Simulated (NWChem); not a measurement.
Molecule: SeF4; SMILES F[Se](F)(F)F

This build's default masses of Se (78.918 u) and Br (79.917 u) are each other's, which moves their modes by up to 0.6 %.

Task: Give the equilibrium geometry at PBE0/def2-SVP (NWChem) as a Z-matrix, with the point group.

Result: point group C2v; any orientation.
```
Se
F 1 1.7107
F 1 1.7107 2 100.08
F 1 1.7781 2 86.57 3 -85.89
F 1 1.7781 2 86.57 4 171.79
```
